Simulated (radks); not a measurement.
Values are calculated unless marked as measured or tabulated.
Question: Mn I, configuration [Ar] 3d5 4s2. Code: a radial shooting solver on a logarithmic mesh with Libxc functionals. Model: non-relativistic Kohn-Sham, exchange-only LDA, spin-polarised, spherical densities, point nucleus; open shells are filled with parallel spins first. Some entries of the table are withheld. Estimate them.

orbital  occ.  eigenvalue (eV)  <1/r> (bohr^-1)  <r> (bohr)
1s up       1        -6355.906            24.47     0.06167
1s down     1        -6355.894            24.47     0.06167
2s up       1        -729.4925            5.203      0.2835
2s down     1        -727.0155            5.214      0.2829
2p up       3        -625.7548            5.160      0.2489
2p down     3        -623.8695            5.170      0.2483
3s up       1              (1)            1.640      0.8619
3s down     1              (2)            1.632      0.8651
3p up       3              (3)            1.516      0.9086
3p down     3              (4)            1.506      0.9149
3d up       5          -7.6720            1.144       1.191
4s up       1          -4.8786              (5)       3.024
4s down     1          -3.4830              (6)       3.479
3d down     0          -2.6771            1.055       1.393

Answer: 
(1) 3s up eigenvalue (eV): -84.1636
(2) 3s down eigenvalue (eV): -78.4534
(3) 3p up eigenvalue (eV): -54.6336
(4) 3p down eigenvalue (eV): -49.0131
(5) 4s up <1/r> (bohr^-1): 0.4333
(6) 4s down <1/r> (bohr^-1): 0.3732
